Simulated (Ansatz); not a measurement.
Reaction (redistribution): `S[SiH2][SiH2]CCl` + `OCO[SiH3]` → `[SiH3][SiH2]CCl` + `OC(S)O[SiH3]`

Program: Ansatz. Geometries: PBE0-D4/def2-TZVP. ΔE: electronic, gas phase. CCSD(T)/CBS is the MP2 limit (def2-TZVPP, def2-QZVPP) plus CCSD(T) − MP2 in def2-TZVPP, frozen cores. Functionals use def2-TZVPP. B3LYP here is the variant with VWN-RPA as its local correlation; programs differ in this. Each species was taken in one conformer, which may not be the lowest.

```json
{"level": "r2SCAN-D4", "ΔE (kJ/mol)": "91.5", "difference from CCSD(T)/CBS": "-2.0"}
{"level": "PBE0-D4", "ΔE (kJ/mol)": "93.0", "difference from CCSD(T)/CBS": "-0.5"}
{"level": "B3LYP-D4", "ΔE (kJ/mol)": "91.7", "difference from CCSD(T)/CBS": "-1.8"}
{"level": "ωB97M-V", "ΔE (kJ/mol)": "89.7", "difference from CCSD(T)/CBS": "-3.8"}
{"level": "PBE", "ΔE (kJ/mol)": "90.9", "difference from CCSD(T)/CBS": "-2.6"}
{"level": "PBE0", "ΔE (kJ/mol)": "94.9", "difference from CCSD(T)/CBS": "1.4"}
{"level": "B3LYP", "ΔE (kJ/mol)": "95.7", "difference from CCSD(T)/CBS": "2.2"}
{"level": "HF/def2-TZVPP", "ΔE (kJ/mol)": "104.9", "difference from CCSD(T)/CBS": "11.4"}
{"level": "MP2/def2-TZVPP", "ΔE (kJ/mol)": "94.9", "difference from CCSD(T)/CBS": "1.4"}
{"level": "SCS-MP2/def2-TZVPP", "ΔE (kJ/mol)": "94.6", "difference from CCSD(T)/CBS": "1.1"}
{"level": "CCSD(T)/def2-TZVPP", "ΔE (kJ/mol)": "91.6", "difference from CCSD(T)/CBS": "-1.9"}
{"level": "HF/def2-QZVPP", "ΔE (kJ/mol)": "105.5", "difference from CCSD(T)/CBS": "12.0"}
{"level": "MP2/def2-QZVPP", "ΔE (kJ/mol)": "96.2", "difference from CCSD(T)/CBS": "2.7"}
{"level": "HF/CBS(def2)", "ΔE (kJ/mol)": "105.5", "difference from CCSD(T)/CBS": "12.0"}
{"level": "MP2/CBS(def2)", "ΔE (kJ/mol)": "96.8", "difference from CCSD(T)/CBS": "3.3"}
{"level": "CCSD/CBS(def2)", "ΔE (kJ/mol)": "96.3", "difference from CCSD(T)/CBS": "2.8"}
{"level": "CCSD(T)/CBS", "ΔE (kJ/mol)": "93.5", "difference from CCSD(T)/CBS": "0"}
```

Largest T1 diagnostic among the species: 0.012.

From PBE to PBE0 (25 % exact exchange), in def2-TZVPP and without D4, ΔE moves by +4.1 kJ/mol. The D4 term adds −4.1 kJ/mol with B3LYP and −1.9 kJ/mol with PBE0; it sums over pairs of atoms, weighted by their polarisabilities, and B3LYP, whose exchange is more repulsive, gets the larger term. In def2-TZVPP, CCSD(T) changes the Hartree–Fock value by −13.4 kJ/mol (the triples alone add −2.8 kJ/mol) and MP2 by −10.1 kJ/mol.
